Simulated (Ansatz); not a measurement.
Start from `BC(=O)OC` and change one atom or group to get `COC(=O)CC#N`.

Ansatz, PBE0-D4/def2-TZVP geometries, multiplicity 1. Each molecule was computed in one conformer, which needn't be the lowest.

```
                                          property  `BC(=O)OC`
             HOMO energy (ωB97M-V/def2-TZVPP) / eV      -10.45
               LUMO energy (B3LYP/def2-TZVPP) / eV       -2.06
size of the dipole moment (ωB97M-V/def2-TZVPP) / D        1.93
           HOMO–LUMO gap (ωB97M-V/def2-TZVPP) / eV       10.58
             LUMO energy (ωB97M-V/def2-TZVPP) / eV        0.13
                 HOMO energy (PBE/def2-TZVPP) / eV       -6.64
```

Question: What does the change do to each property? (Estimate.)

Answer: The calculation gave: 
| property | `COC(=O)CC#N` | shift |
| --- | --- | --- |
| HOMO energy (ωB97M-V/def2-TZVPP) / eV | -11.05 | -0.60 |
| LUMO energy (B3LYP/def2-TZVPP) / eV | -0.65 | 1.41 |
| size of the dipole moment (ωB97M-V/def2-TZVPP) / D | 2.34 | 0.41 |
| HOMO–LUMO gap (ωB97M-V/def2-TZVPP) / eV | 12.95 | 2.37 |
| LUMO energy (ωB97M-V/def2-TZVPP) / eV | 1.90 | 1.77 |
| HOMO energy (PBE/def2-TZVPP) / eV | -7.01 | -0.37 |

With PBE0 the HOMO falls by 0.58 eV and the LUMO rises by 1.46 eV, so the gap widens by about 2.04 eV. PBE moves the HOMO by -0.37 eV and ωB97M-V by -0.60 eV. Dipoles are sizes alone; their direction can turn.

B3LYP here is the variant with VWN-RPA as its local correlation; programs differ in this.
